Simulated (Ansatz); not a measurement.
Calculated with Ansatz (gas phase, PBE0-D4/def2-TZVP geometries, no zero-point term in ΔE). CBS: MP2 limit from def2 TZ/QZ plus the TZ coupled-cluster correction, frozen cores. Functionals use def2-TZVPP. def2 core potentials past Kr. For Sb outer-core shells are correlated without core-valence functions, which leaves a few kJ/mol of doubt a bond. One conformer a species, not always the lowest.

Reaction (redistribution): `O=[C](S)[SbH2]` + `C[CH](C)[AlH][OH]` → `C[CH](C)[SbH2]` + `O=[C](S)[AlH][OH]`

`O=[C](S)[SbH2]`:

```xyz
7

O     1.856   -0.562    0.778
C     0.826   -0.504    0.180
S    -0.043   -2.000   -0.266
Sb    0.061    1.464   -0.512
H    -1.105   -1.389   -0.812
H    -1.580    0.981   -0.469
H    -0.014    2.010    1.101
```

`C[CH](C)[AlH][OH]`:

Z-matrix (Å, degrees):
```
C
C 1 1.529
H 1 1.096 2 111.3
H 1 1.095 2 111.5 3 -119.1
H 1 1.094 2 112.5 3 120.5
C 2 1.528 1 111.6 3 58.0
Al 2 1.961 1 112.2 3 -173.6
H 2 1.102 1 107.2 3 -59.6
H 6 1.095 2 111.4 1 61.4
H 6 1.097 2 111.2 1 -57.8
H 6 1.092 2 112.2 1 -178.7
O 7 1.701 2 117.4 1 -147.9
H 7 1.592 2 123.8 1 33.1
H 12 0.956 7 122.9 2 -178.5
```

`C[CH](C)[SbH2]`:

Z-matrix (Å, degrees):
```
C
C 1 1.520
H 1 1.096 2 110.5
H 1 1.094 2 111.3 3 118.9
H 1 1.093 2 112.4 3 -120.2
C 2 1.517 1 112.0 3 -57.4
Sb 2 2.184 1 109.2 3 176.6
H 2 1.095 1 109.1 3 63.9
H 6 1.092 2 112.1 1 177.9
H 6 1.094 2 111.1 1 -61.6
H 6 1.097 2 110.5 1 57.5
H 7 1.712 2 94.3 1 167.8
H 7 1.713 2 93.1 1 76.3
```

`O=[C](S)[AlH][OH]`:

```xyz
8

O    -1.461    1.473    1.181
C    -0.639    1.014    0.432
S    -0.105    1.994   -0.994
Al    0.104   -0.831    0.738
O     0.619   -1.748   -0.582
H     0.775    1.087   -1.448
H     0.197   -1.439    2.182
H     0.511   -1.549   -1.509
```

| level | ΔE (eV) |
| --- | --- |
| r2SCANh-D4 | -0.01 |
| r2SCAN0-D4 | -0.02 |
| CCSD(T)/def2-TZVPP | -0.10 |
| MP2/CBS(def2) | -0.10 |

Q: What does CCSD(T)/CBS give? (Best estimate.)

A: Ansatz gave: -0.10 eV. The listed levels differ from it by 0.09, 0.08, 0.00, 0.00 eV.

Q: What do rigid-rotor, harmonic-oscillator terms from PBE0-D4/def2-TZVP frequencies (298.15 K, 1 bar) make of the CCSD(T)/CBS value? (An estimate is asked.)

A: Computed: ΔZPE = +0.01 eV, ΔH = -0.09 eV, ΔS = -7 J/(mol·K), ΔG = -0.07 eV. Modes under 50 cm⁻¹ make the entropy rough.

Largest T1 diagnostic among the species: 0.017.

Leaving LDA and LC-ωPBE aside and taking each functional with its dispersion term where it has one, the values, not all of them listed here, spread over 0.05 eV, from PBE-QIDH to PBE-D4. At CCSD(T), def2-SVP lies +0.07 eV from the extrapolated value and def2-TZVPP −0.1 eV. From BLYP to BHLYP (50 % exact exchange), in def2-TZVPP and without D4, ΔE moves by −0.04 eV.
